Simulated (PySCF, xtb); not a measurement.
C₄H₉N, SMILES C/C=N/CC. The values are those of a single conformer.

Harmonic wavenumbers (cm⁻¹) from xtb with GFN2-xTB at its own minimum, in rising order: 83, 163, 188, 193, 299, 430, 512, 834, 863, 904, 994, 1037, 1080, 1106, 1135, 1179, 1242, 1318, 1340, 1389, 1399, 1463, 1463, 1468, 1486, 1499, 1773, 2784, 2814, 2940, 3006, 3018, 3036, 3038, 3054, 3065.

**Question.** What does PBE-D3(BJ)/def2-SVP run with PySCF give at its own minimum? (The exact figures need the calculation; the answer reports its results.)

**Answer.** 92, 178, 209, 216, 321, 438, 514, 789, 842, 851, 935, 1039, 1056, 1088, 1093, 1144, 1236, 1300, 1312, 1337, 1356, 1390, 1399, 1408, 1412, 1434, 1728, 2862, 2868, 2963, 2974, 2977, 3036, 3067, 3075, 3094. Paired by order, the mean absolute difference is 34 cm⁻¹ and the zero-point energies are 76.6 and 75.8 kcal/mol.
